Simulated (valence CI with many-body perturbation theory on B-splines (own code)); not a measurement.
# Gd XXXIII: key properties

Computed by valence CI with perturbative core correlation (CI+MBPT): four valence electrons over a frozen Dirac-Fock core [Ar] 3d10, radial functions for each j: 11 s, 11 p, 10 d, 8 f, 5 g, 2 h, with the one-electron correlation potential Σ1 (screened to all orders), the two-electron term Σ2, the three-electron term Σ3, Breit, model QED; selected single and double excitations, second order for the rest, scaled by the run's own slope (own B-spline code, finite nucleus).

The last digits are not significant, and no measured levels were compared; by estimate large intervals hold to a few tenths of a per cent, small ones and those within an open d or f shell to about a per cent. Among the levels kept, up to 370 cm⁻¹ of a level comes from second order outside the variational space, and about a tenth of that is noise between levels of different J, which matters for small intervals.

Levels are named by their leading jj configuration (3d3/2^4 stands for four electrons in 3d with j = 3/2), which in mixed levels can hold well under half, so a name can repeat and another be missing.

Rates and lifetimes use the calculated energies. Strong lines usually hold to 10 to 20 %, long lifetimes can be off by a factor of two.

(1) What is the ground level?

(2) How well does LS coupling describe the low levels?

(3) What is the ionisation energy?

(4) Where does the other parity begin?

(5) Name the longest-lived excited levels whose lifetime is computed, and their main decay.

(6) Among levels below 3460.4 × 10³ cm⁻¹, which E1 lines absorb most strongly from the ground level?

Answers

(1) (4s^2 4p1/2^2) J=0, composition 72 % 4s2 4p2 3P + 27 % 4s2 4p2 1S.

(2) Among the lowest 20 levels the leading LS term, summed over configurations, holds 58 % on average. For single configurations the figures are 55 % in LS and 85 % in jj coupling. Terms mix most in the J = 1 level at 1688.5 × 10³ cm⁻¹, where the leading one holds 31 %.

(3) 1322 eV; NIST lists 1321 ± 4 eV (theoretical).

(4) At (4s 4p1/2^2 4p3/2) J=2, 899.91 × 10³ cm⁻¹.

(5) (4s^2 4p1/2 4p3/2) J=2 at 350.08 × 10³ cm⁻¹ lives 152 μs, mostly by E2 to (4s^2 4p1/2^2) J=0; (4s^2 4p3/2 4d5/2) J=4 at 1715.0 × 10³ cm⁻¹ lives 2.64 μs, mostly by M1 to (4s^2 4p1/2 4d5/2) J=3; (4s^2 4p1/2 4p3/2) J=1 at 322.66 × 10³ cm⁻¹ lives 2.29 μs, mostly by M1 to (4s^2 4p1/2^2) J=0.

(6) to (4s^2 4p1/2 4d3/2) J=1 at 7.019 nm, f = 0.964; to (4s 4p1/2^2 4p3/2) J=1 at 10.05 nm, f = 0.469; to (4s 4p1/2 4p3/2^2) J=1 at 7.297 nm, f = 0.370.
